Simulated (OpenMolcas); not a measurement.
S+.

```yaml
Program: OpenMolcas 26.06
Basis: ANO-RCC-VQZP [6s5p3d2f1g]
Scalar_Hamiltonian: DKH2, point nucleus
Active_space: 3 electrons in 3 orbitals (3p)
State_averaging: 2S+1 = 4 odd, 1 root; 2S+1 = 2 odd, 8 roots
Spin-orbit_coupling: RASSI with atomic mean-field integrals over the reference wave functions, term energies averaged over their components
```

Two sets of levels on these reference wave functions, in cm⁻¹ above 3s² 3p³ ⁴S°_3/2: one from CASSCF and one from SS-CASPT2, IPEA 0.25 Eh, imaginary shift 0.1 Eh (closed shells correlated: 2s 2p 3s).

```tsv
Level	Set 1	Set 2
3s² 3p³ ⁴S°_3/2	0.0	0.0
3s² 3p³ ²D°_3/2	15030	19230
3s² 3p³ ²D°_5/2	15050	19250
3s² 3p³ ²P°_1/2	25670	31900
3s² 3p³ ²P°_3/2	25700	31920
```

Which set is which?

Set 1 is SS-CASPT2. Its levels of the other terms of 3s² 3p³ lie at 0.78 to 0.81 of the other set's values, as expected, since terms of lower spin or lower L gain more correlation energy than the Hund ground term. Against 4 measured levels (NIST Handbook of Basic Atomic Spectroscopic Data) the mean absolute deviation is 650 cm-1 with it and 5900 cm-1 without; single levels miss by up to 1100 cm-1 with it.

CASPT2 does not keep the components of a term degenerate, so their means are used; among the terms shown or strongly mixed into the levels shown the widest spread is 240 cm-1 (3s² 3p³ ²D°, SS-CASPT2). With the s shell closed, the reference lacks s² → p² mixing. Without dynamic correlation excited terms often stand tens of per cent too high (terms of higher spin than the ground term too low), and those without a measured partner can miss by more than the paired ones (holds for CASSCF). Measured partners are found by configuration, term and J. A level has none where our copy of the source lacks it or the pairing is in doubt (some pairs that miss far off the trend of their configuration count as doubtful), and it then counts in no deviation. Levels of configurations outside the active space are missing.

° marks odd parity.
